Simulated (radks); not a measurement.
Effect of the nuclear size on the platinum ion Pt26+, [Kr] 4d10 4f6. All-electron calculation, Dirac Kohn-Sham, LDA (Slater exchange, Perdew-Wang correlation), spin-unpolarised, spherical densities, finite nucleus; open shells are shared between the two j in proportion to 2j + 1; Fermi nuclear charge, rms radius 5.427 fm. Program: a radial shooting solver on a logarithmic mesh with Libxc functionals. The rms radius is varied about that value; shifts are against it.

rms radius (fm)  total energy shift (eV)  density at nucleus (e/bohr^3)  1s1/2 shift (meV)  2s1/2 shift (meV)  4s1/2 shift (meV)  4p1/2 shift (meV)  4f7/2 shift (meV)  5s1/2 (empty) shift (meV)  5p1/2 (empty) shift (meV)
4.6781                             -22.6                      2.081e+06              -9100              -1330              -82.7              -2.05               1.99                      -27.7                     -0.853
5.2533                             -5.43                       1.99e+06              -2190               -320              -19.8             -0.494              0.479                      -6.65                     -0.205
5.427                                  0                      1.965e+06              0.000              0.000              0.000              0.000              0.000                      0.000                      0.000
5.8069                              12.3                      1.914e+06               4930                721               44.8               1.12              -1.08                       15.0                      0.464
6.0945                              21.9                      1.878e+06               8800               1290               79.8               2.00              -1.93                       26.8                      0.830

Slopes of the eigenvalues against <r^2> in GHz/fm^2, as finite differences over the two radii next to the reference (eigenvalue slopes, not the field-shift constants of lines): 1s1/2 281000, 2s1/2 41100, 4s1/2 2550, 4p1/2 63.7, 4f7/2 -61.6, 5s1/2 (empty) 855, 5p1/2 (empty) 26.4.
